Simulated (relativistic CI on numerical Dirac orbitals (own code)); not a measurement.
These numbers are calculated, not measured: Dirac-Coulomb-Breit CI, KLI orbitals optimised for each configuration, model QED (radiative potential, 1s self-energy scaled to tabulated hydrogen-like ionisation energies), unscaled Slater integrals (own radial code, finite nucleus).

Configurations in the expansion (outside the closed core [Ne]): 3s2.3p6.3d6, 3s2.3p5.3d7, 3s2.3p4.3d8, 3s.3p6.3d7, 3p6.3d8, 3s2.3p6.3d5.4s, 3s2.3p6.3d5.4p, 3s.3p5.3d8, 3s2.3p6.3d5.4d, 3s2.3p6.3d4.4s2, 3s2.3p6.3d5.4f, 3s2.3p6.3d4.4s.4p, 3s2.3p5.3d6.4s, 3s2.3p6.3d5.5s, 3s2.3p6.3d4.4p2, 3s2.3p4.3d7.4s, 3s2.3p6.3d5.5p, 3s2.3p6.3d4.4s.4d, 3s2.3p5.3d6.4p, 3s2.3p4.3d7.4p, 3s2.3p6.3d5.5d, 3s2.3p6.3d4.4p.4d, 3s2.3p6.3d5.5g, 3s2.3p6.3d5.6s, 3s.3p6.3d6.4s, 3s2.3p6.3d5.6d, 3s.3p6.3d5.4s2, 3p6.3d7.4s, 3p6.3d7.4p, 3p6.3d7.4d, 3s.3p6.3d6.5s. Levels of other configurations are missing.

At this charge energies of transitions that change n are usually good to better than 1 %, and those within a shell (Δn = 0) to a few per cent. Terms inside the open d or f shell come out 10 to 20 % too wide with unscaled integrals.

Outline of the computed level scheme of Sr XV. Lowest level of each configuration: 3s2.3p6.3d6 5D_4 at 0.000 eV; 3s2.3p5.3d7 5G°_6 at 119.588 eV.

Some strong electric-dipole decays among the lowest 45 levels: 3s2.3p5.3d7 5F°_5 → 3s2.3p6.3d6 5D_4 (5.6e+10 s⁻¹); 3s2.3p5.3d7 3D°_2 → 3s2.3p6.3d6 5D_1 (1.7e+10 s⁻¹); 3s2.3p5.3d7 3D°_3 → 3s2.3p6.3d6 3P_2 (1.4e+10 s⁻¹); 3s2.3p5.3d7 5G°_3 → 3s2.3p6.3d6 5D_2 (7.9e+09 s⁻¹); 3s2.3p5.3d7 5D°_4 → 3s2.3p6.3d6 5D_3 (7.2e+09 s⁻¹); 3s2.3p5.3d7 5G°_4 → 3s2.3p6.3d6 5D_3 (6.1e+09 s⁻¹); 3s2.3p5.3d7 3D°_2 → 3s2.3p6.3d6 5D_2 (5.5e+09 s⁻¹); 3s2.3p5.3d7 3P°_2 → 3s2.3p6.3d6 5D_2 (5.4e+09 s⁻¹).

LS names give the leading component of a level, which can be under half, so a name can repeat, a term be missing and a line seem to break the LS rules.
